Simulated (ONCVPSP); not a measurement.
## PBEsol ONCV dataset for gallium, scalar-relativistic all-electron reference.

ONCVPSP 4.0.1 input, shortened (lines: element, Z, core and valence counts, functional; n l f; lmax; l rc ep ncon nbas qcut; lloc lpopt rc5 dvloc0; l nproj debl; icmod fcfact rcfact), PBEsol, scalar-relativistic:

```
  Ga 31.00    4    3  -116133      upf
    1    0    2.00
    2    0    2.00
    2    1    6.00
    3    0    2.00
    3    1    6.00
    3    2   10.00
    4    0    2.00
    2
    0    2.00    0.00    3    7    3.90
    1    1.05    0.00    5    8   12.90
    2    0.95    0.00    4    9   17.00
    4    1    0.60    4.00
    0    2    2.30
    1    2    1.20
    2    2    0.40
    0    0.00    0.00
```

In the p channel the program set the typed energies aside and used -3.932, 0.250 Ha. In the d channel the program set the typed energies aside and used -1.009, 0.250 Ha.

Poles of the logarithmic derivatives, all-electron (AE) and pseudo (PS). s: poles at 0.9 (AE) and 0.9 (PS) Ha. p: poles at -2.7 (AE) and -2.7 (PS) Ha. d: poles at 1.0 (AE) and 1.0 (PS) Ha. Test radii: s 2.03, p 1.06, d 0.97 bohr.

- Cutoffs needed: 112 Ha and 126 Ha (the cutoffs (Ha) at which the residual kinetic energy of the hardest occupied pseudo-wave falls to 1 and 0.1 mHa per electron)
- Ghost test: ghosts flagged at negative energy: s at -217.4 eV; no localised positive-energy state flagged; a true bound ghost makes a file unfit for plane-wave use
- Largest excitation error: -66 meV (all-electron minus pseudo) for 3p6 3d10 4s0, out of 4 test configurations
